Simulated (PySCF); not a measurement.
CH4BrInO, SMILES [OH][In]([CH3])[Br].

Geometry optimised at r2SCAN-D4/def2-SVP. The structure was generated by enumeration; whether it is a known compound was not checked. The def2 effective core potentials stand for the cores of In; spin–orbit coupling is left out. The values are those of a single conformer.

These are PBE/def2-TZVP run with PySCF values and carry that method's errors.

Isolated molecule, no solvent.

Question: Estimate the frontier levels, gap, dipole moment and polarisability. (An estimate is asked for; the answer gives what the named calculation found.)

Answer: 
```json
{
 "highest_occupied_level": "-6.71 eV",
 "lowest_empty_level": "-2.35 eV",
 "orbital_gap": "4.36 eV",
 "dipole_moment": "2.20 D",
 "quadrupole, principal values (traceless, Buckingham form, about the centre of nuclear charge)": "-11.48, 4.15, 7.33 D·Å",
 "mean_static_polarisability": "76.0 bohr³ (11.27 Å³)",
 "polarisability_principal_values": "53.5, 77.4, 97.2 bohr³"
}
```
